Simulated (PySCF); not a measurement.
FLi, charge -1, doublet, geometry from GFN2-xTB (such geometries of metal compounds can be far from the true shape) (a state made from the parent by changing its charge; the spin is typed, not shown lowest) (in this run its highest filled SCF level lies above zero, so its values depend strongly on the basis, on diffuse functions most of all). Base run: CAMB3LYP/cc-pVDZ (PySCF).

Input for PySCF:
```python
from pyscf import gto, scf, dft

mol = gto.M(
    atom='''
Li   -0.000000   -0.000000   -1.397557
F     0.000000    0.000000    0.465852
''',
    basis='cc-pvdz',
    charge=-1,
    spin=1,
    verbose=5,
)

mf = dft.UKS(mol)
mf.xc = 'camb3lyp'
mf.kernel()
mf.analyze()
```

Variants of this job, named by their change:

| change | ΔE vs base (mEh) | fitting functions | outcome |
|---|---|---|---|
| base | 0.000 | - | converged |
| auxbasis = even-tempered beta=2.0 | -0.459 | 198 | converged |
| auxbasis = cc-pvdz-jkfit | - | - | input refused |
| auxbasis = def2-svp-ri | -24.105 | 73 | converged |
| auxbasis = cc-pvqz-jkfit | - | - | input refused |
| auxbasis = cc-pvtz-ri | -0.126 | 162 | converged |
| auxbasis = def2-universal-jkfit | -0.052 | 128 | converged |
| only_dfj = on; auxbasis = def2-universal-jfit | -1.044 | 98 | converged |
| exchange = seminumerical (SGX) (with mf = sgx.sgx_fit(mf, auxbasis='def2-universal-jfit'); with mf.with_df.dfj = True) | -1.038 | 98 | converged |
| auxbasis = even-tempered beta=1.6 | -0.065 | 276 | converged |

A fitting set is made for a task (jfit for Coulomb, jkfit for Coulomb and exchange, ri for correlation) and for a family of orbital bases.

Open shells are given as the SCF converged; they aren't shown to be the lowest states, and a large step between rows can be another state.

- auxbasis = cc-pvdz-jkfit: ended with `pyscf.lib.exceptions.BasisNotFoundError: Basis set not found for Li in cc-pvdz-jkfit`
- auxbasis = cc-pvqz-jkfit: ended with `pyscf.lib.exceptions.BasisNotFoundError: Basis set not found for Li in cc-pvqz-jkfit`
